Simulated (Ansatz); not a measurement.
`O[BH][AlH][F]` + `B[SiH2]N[SiH3]` → `[F][AlH][NH][SiH3]` + `B[SiH2]BO`  (redistribution)

Gas-phase electronic energies from Ansatz, PBE0-D4/def2-TZVP geometries. CBS: MP2 limit from def2 TZ/QZ plus the TZ coupled-cluster correction, frozen cores. Functionals use def2-TZVPP. Each species was taken in one conformer, which may not be the lowest.

`O[BH][AlH][F]`:

Z-matrix (Å, degrees):
```
B
Al 1 2.147
O 1 1.355 2 118.0
H 1 1.209 2 124.2 3 180.0
F 2 1.659 1 117.1 3 109.6
H 2 1.588 1 128.4 3 -71.9
H 3 0.963 1 113.9 2 -179.6
```

`B[SiH2]N[SiH3]`:

```xyz
12

B     0.207    0.431    2.547
Si   -0.636   -0.054    0.796
N     0.511   -0.199   -0.494
Si    0.226   -0.130   -2.194
H    -0.480    0.782    3.462
H     1.384    0.342    2.753
H    -1.377   -1.331    1.073
H    -1.669    0.931    0.371
H     1.438   -0.486   -0.212
H     0.118   -1.472   -2.833
H     1.335    0.596   -2.872
H    -1.057    0.590   -2.398
```

`[F][AlH][NH][SiH3]`:

```xyz
9

F     1.652   -2.629   -0.648
Al    0.408   -1.695   -0.097
N     0.569    0.059   -0.288
Si   -0.541    1.294    0.187
H    -0.843   -2.370    0.561
H     1.418    0.390   -0.729
H     0.056    2.237    1.173
H    -1.705    0.613    0.811
H    -1.013    2.101   -0.971
```

`B[SiH2]BO`:

```xyz
10

B     1.217    0.314    1.401
Si   -0.516   -0.323    0.645
B    -0.572    0.462   -1.243
O    -0.368   -0.285   -2.347
H     2.218   -0.332    1.289
H     1.308    1.396    1.901
H    -0.597   -1.814    0.553
H    -1.699    0.173    1.406
H    -0.776    1.628   -1.436
H    -0.215   -1.218   -2.170
```

| level | ΔE (kcal/mol) | difference from CCSD(T)/CBS |
| --- | --- | --- |
| BLYP-D4 | -19.2 | -0.4 |
| BHLYP-D4 | -17.6 | 1.2 |
| B2PLYP | -19.1 | -0.3 |
| BLYP | -19.5 | -0.7 |
| r2SCANh | -21.1 | -2.3 |
| HF/def2-SVP | -16.8 | 2.0 |
| CCSD/def2-TZVPP | -18.5 | 0.3 |
| HF/def2-QZVPP | -15.6 | 3.2 |
| MP2/def2-QZVPP | -19.2 | -0.4 |
| HF/CBS(def2) | -15.6 | 3.2 |
| CCSD(T)/CBS | -18.8 | 0 |

Largest T1 diagnostic among the species: 0.016.

Leaving LDA and LC-ωPBE aside and taking each functional with its dispersion term where it has one, the values, not all of them listed here, spread over 4.0 kcal/mol, from r2SCAN-D4 to BHLYP-D4. LDA lies −0.9 kcal/mol from PBE without D4. From BLYP to BHLYP (50 % exact exchange), in def2-TZVPP and without D4, ΔE moves by +1.8 kcal/mol.
